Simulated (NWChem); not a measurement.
# C3H5ClSi; SMILES CC#C[SiH2]Cl

### Question
Give the equilibrium geometry at PBE-D3(BJ)/def2-SVP (NWChem) as an XYZ file, with the point group.

### Answer
point group C1; any orientation.
```
10

C     -3.4423     0.2841    -0.1549
C     -2.0088     0.1287    -0.3300
C     -0.7931    -0.0029    -0.4772
Si     1.0048    -0.1955    -0.6915
Cl     1.9765    -0.0007     1.1445
H     -3.6715     0.8136     0.7935
H     -3.8866     0.8722    -0.9849
H     -3.9533    -0.7009    -0.1247
H      1.3204    -1.5560    -1.2366
H      1.5327     0.8671    -1.6078
```
